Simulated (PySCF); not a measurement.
Run record: excited-state job, `COC(F)(F)C(F)(F)F` (1,1,1,2,2-pentafluoro-2-methoxyethane).

Method: TDDFT wB97X-D/def2-SVPD, vertical, gas phase, core orbitals frozen in the response (PySCF 2.14.0, density-fitted response routines). Geometry: PBE0-D3(BJ)/def2-SVP. A driver script takes a list of jobs; this job's settings line and coordinates (Å) are shown.

Input:
```
{"job": {"kind": "uv", "xc": "wB97X-D", "basis": "def2-SVPD", "ip": true}, "charge": 0, "multiplicity": 1}
C     -1.852993     0.241754    -0.189816
O     -0.609914     0.485180     0.454514
C      0.408748    -0.295198     0.089430
F      0.159347    -1.602262     0.311205
F      0.692889    -0.184925    -1.225348
C      1.660255     0.107015     0.893992
F      1.997447     1.358063     0.616971
F      2.672560    -0.688696     0.577190
F      1.424964     0.000450     2.192969
H     -2.228884    -0.762143     0.056357
H     -2.546865     0.998751     0.191725
H     -1.755314     0.346991    -1.280117
```

Output:
```
coarse grid: 11640 points
cycle   1  E = -689.5049487296  dE =  1.741e+00  |g| = 1.257e+00  |ddm| = 4.206e+00
cycle   2  E = -689.4459300199  dE =  5.902e-02  |g| = 1.486e+00  |ddm| = 2.484e+00
cycle   3  E = -689.7905828637  dE = -3.447e-01  |g| = 6.670e-02  |ddm| = 1.326e+00
cycle   4  E = -689.7913011588  dE = -7.183e-04  |g| = 2.593e-02  |ddm| = 1.113e-01
cycle   5  E = -689.7914156875  dE = -1.145e-04  |g| = 1.050e-02  |ddm| = 3.402e-02
cycle   6  E = -689.7914346273  dE = -1.894e-05  |g| = 2.218e-03  |ddm| = 1.236e-02
cycle   7  E = -689.7914358084  dE = -1.181e-06  |g| = 6.138e-04  |ddm| = 3.786e-03
final grid: 118968 points
cycle   8  E = -689.8869148569  dE = -1.758e-04  |g| = 1.027e-02  |ddm| = 1.794e-01
cycle   9  E = -689.8869176205  dE = -2.764e-06  |g| = 1.076e-02  |ddm| = 2.818e-02
cycle  10  E = -689.8869339391  dE = -1.632e-05  |g| = 9.857e-04  |ddm| = 7.102e-03
cycle  11  E = -689.8869341137  dE = -1.745e-07  |g| = 4.846e-04  |ddm| = 2.308e-03
cycle  12  E = -689.8869341581  dE = -4.440e-08  |g| = 1.206e-04  |ddm| = 7.859e-04
cycle  13  E = -689.8869341607  dE = -2.605e-09  |g| = 2.947e-05  |ddm| = 1.511e-04
cycle  14  E = -689.8869341609  dE = -2.024e-10  |g| = 8.836e-06  |ddm| = 6.414e-05
converged SCF energy = -689.8869341609

Static polarisability (au): isotropic 46.393, principal 43.315 43.501 52.364

Singlet excitations
state   eV       nm        f      main configurations
  1   9.3974    131.9   0.01307   H->L 0.93
  2   9.8676    125.6   0.01033   H->L+1 0.42, H->L+3 0.29, H->L+4 0.18
  3  10.4490    118.7   0.04386   H-1->L 0.42, H->L+2 0.42
  4  10.5590    117.4   0.06358   H->L+2 0.42, H-1->L 0.40
  5  10.9460    113.3   0.00042   H->L+3 0.51, H->L+4 0.23, H->L+5 0.11
  6  10.9679    113.0   0.04087   H-1->L+1 0.40, H-1->L+3 0.28, H-1->L+4 0.14
  7  11.0359    112.3   0.04400   H->L+5 0.37, H->L+1 0.24, H->L+8 0.22
  8  11.3054    109.7   0.02143   H-2->L 0.66
  9  11.4733    108.1   0.00954   H->L+7 0.58, H->L+6 0.22
 10  11.5131    107.7   0.00111   H->L+4 0.26, H->L+5 0.23, H->L+1 0.15

Triplet excitations (Tamm-Dancoff, eV): 9.2889 9.3859 10.0631 10.3161
Vertical ionisation energy (delta-SCF) = 12.2149 eV
```

The SCF starts on a coarse grid where the log names one; the energy can jump when the final grid takes over, and dE then counts from the start density on the new grid. H and L stand for HOMO and LUMO; the number after each pair is its weight.

Task: How does the lowest singlet excitation compare with the HOMO–LUMO gap?

Result: HOMO -11.62 eV and LUMO 2.17 eV give a gap of 13.79 eV; S1 at 9.40 eV lies 4.39 eV below it.

Task: Give S1 in cm⁻¹ and kJ/mol.

Result: 9.3974 eV × 8065.54 = 75795 cm⁻¹; × 96.485 = 906.7 kJ/mol.

In short: HOMO -11.62 eV, LUMO 2.17 eV; lowest singlet 9.40 eV; lowest triplet 9.29 eV (Tamm–Dancoff); mean polarisability 46.4 au.

Task: How long does this job take on an Arm Neoverse V1 with one thread, on a shared host?

Result: About 2.3 min.

One conformer stands for the species.
Labels such as C1 count atoms from 1, the log's own numbers from 0.

Note: wB97X-D ran without an empirical dispersion term, which enters the total energy and its gradient alone.
